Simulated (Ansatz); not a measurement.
Consider the cleavage of the Si–Si bond: `O=CO[SiH2][SiH3]` + `C[O][Al]([OH])[F]` → `C[O][Al]([F])[O][SiH3]` + `O=CO[SiH3]`.

Gas-phase electronic energies from Ansatz, PBE0-D4/def2-TZVP geometries. CBS: MP2 limit from def2 TZ/QZ plus the TZ coupled-cluster correction, frozen cores. This one scheme is used for every species. Functionals use def2-TZVPP. B3LYP here is the variant with VWN-RPA as its local correlation; programs differ in this. Each species was taken in one conformer, which may not be the lowest.

Task: Is it downhill or uphill in electronic energy at CCSD(T)/CBS, and by how much? (An estimate is asked.)

Result: Computed: Downhill: ΔE = -25.7 kcal/mol.

Task: What do these levels give: PBE-D4, PBE0-D4, B3LYP-D4, PBE, PBE0, HF/def2-TZVPP, MP2/def2-TZVPP, SCS-MP2/def2-TZVPP, CCSD/def2-TZVPP, SCS-MP2/def2-QZVPP, HF/CBS(def2), CCSD/CBS(def2)? (An estimate is asked.)

Result: Ansatz gave: PBE-D4 -18.8, PBE0-D4 -21.3, B3LYP-D4 -25.5, PBE -19.4, PBE0 -21.9, HF/def2-TZVPP -34.1, MP2/def2-TZVPP -27.8, SCS-MP2/def2-TZVPP -29.3, CCSD/def2-TZVPP -27.3, SCS-MP2/def2-QZVPP -29.3, HF/CBS(def2) -34.8, CCSD/CBS(def2) -26.9 kcal/mol.

Largest T1 diagnostic among the species: 0.016.

The D4 term adds +1.1 kcal/mol with B3LYP and +0.6 kcal/mol with PBE0; it sums over pairs of atoms, weighted by their polarisabilities, and B3LYP, whose exchange is more repulsive, gets the larger term. From PBE to PBE0 (25 % exact exchange), in def2-TZVPP and without D4, ΔE moves by −2.5 kcal/mol. In def2-TZVPP, CCSD(T) changes the Hartree–Fock value by +7.9 kcal/mol (the triples alone add +1.2 kcal/mol) and MP2 by +6.3 kcal/mol.
